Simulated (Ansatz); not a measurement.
`C[SiH](S)Cl` → C• + Cl• + 5 H• + S• + Si•  (atomization)

Program: Ansatz. Geometries: PBE0-D4/def2-TZVP. ΔE: electronic, gas phase. CCSD(T)/CBS is the MP2 limit (def2-TZVPP, def2-QZVPP) plus CCSD(T) − MP2 in def2-TZVPP, frozen cores. This one scheme is used for every species, atoms too. DFT in def2-TZVPP. HSE06 is defined as in plane-wave codes. Open shells (•) are unrestricted, without spin–orbit coupling. Spin–orbit coupling would lower the free atoms: a little for C, Cl, S, Si. Each species was taken in one conformer, which may not be the lowest.

CCSD(T)/CBS gives +3060.7 kJ/mol.

**Question.** Another level gave +3064.6 kJ/mol. Which?
A. B97M-V/def2-TZVPP
B. HSE06-D4/def2-TZVPP
C. MP2/def2-TZVPP
D. r2SCAN/def2-TZVPP

**Answer.** D. r2SCAN 3064.6, B97M-V 3086.9, MP2/def2-TZVPP 3007.8, HSE06-D4 3056.3 kJ/mol.

Largest T1 diagnostic among the species: 0.012.

From PBE to PBE0 (25 % exact exchange), in def2-TZVPP and without D4, ΔE moves by −20.0 kJ/mol: exact exchange takes away binding that semilocal exchange gives to molecules. Leaving LDA and LC-ωPBE aside and taking each functional with its dispersion term where it has one, the values, not all of them listed here, spread over 98.7 kJ/mol, from BHLYP-D4 to B97M-V. LDA lies +379.6 kJ/mol from PBE without D4, its usual overbinding. The D4 term adds +37.1 kJ/mol with B3LYP and +19.4 kJ/mol with PBE0; it sums over pairs of atoms, weighted by their polarisabilities, and B3LYP, whose exchange is more repulsive, gets the larger term.

B3LYP here is the variant with VWN-RPA as its local correlation; programs differ in this.

For atomizations the MP2-based limit and the directly extrapolated one differ by several kJ/mol either way, and by 10 to 25 for some Ge, Se and Sn compounds, so smaller differences from it don't rank the levels.
